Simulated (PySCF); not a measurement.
Gas-phase reaction: 4 F + 2 CF = C2F6

Method: PySCF energies (xtb for GFN2) plus ideal-gas RRHO corrections (1 bar). † marks an energy on the PBE0/def2-TZVP geometry and frequencies; other levels use their own. MP2 freezes the core. Open shells (unrestricted): F (multiplicity 2, electronic degeneracy 6), CF (multiplicity 2, electronic degeneracy 4); the rest are closed-shell singlets. GFN2 has no spin-polarisation term. Spin-orbit splitting is ignored; it lowers the true energy and changes the entropy of F, CF. MP2 isn't extrapolated to the basis-set limit; its ΔH°(298 K) is -2206.9 kJ in def2-SVP and -2243.3 kJ in def2-TZVPP. The harmonic model lacks anharmonicity and excited electronic states, which grow with temperature; levels with a mode under 35 cm⁻¹ are left out. Internal rotation in C2F6 is treated as a harmonic vibration of one conformer, which makes the entropy rough.

```json
[
 {"level": "GFN2-xTB", "ΔE electronic, kJ": "-2311", "ΔH°(298 K), kJ": "-2279", "ΔS°(298 K), J/K": "-722", "ΔG°(2500 K), kJ": "-482"},
 {"level": "MP2/def2-TZVPP†", "ΔE electronic, kJ": "-2283", "ΔH°(298 K), kJ": "-2243", "ΔS°(298 K), J/K": "-737", "ΔG°(2500 K), kJ": "-393"},
 {"level": "PBE0/def2-QZVP†", "ΔE electronic, kJ": "-2193", "ΔH°(298 K), kJ": "-2153", "ΔS°(298 K), J/K": "-737", "ΔG°(2500 K), kJ": "-303"},
 {"level": "PBE0/def2-TZVP", "ΔE electronic, kJ": "-2196", "ΔH°(298 K), kJ": "-2156", "ΔS°(298 K), J/K": "-737", "ΔG°(2500 K), kJ": "-306"},
 {"level": "r2SCAN/def2-TZVP†", "ΔE electronic, kJ": "-2219", "ΔH°(298 K), kJ": "-2180", "ΔS°(298 K), J/K": "-737", "ΔG°(2500 K), kJ": "-329"}
]
```
ΔH° is lowest at GFN2-xTB and highest at PBE0/def2-QZVP†. No reference value is set beside these.
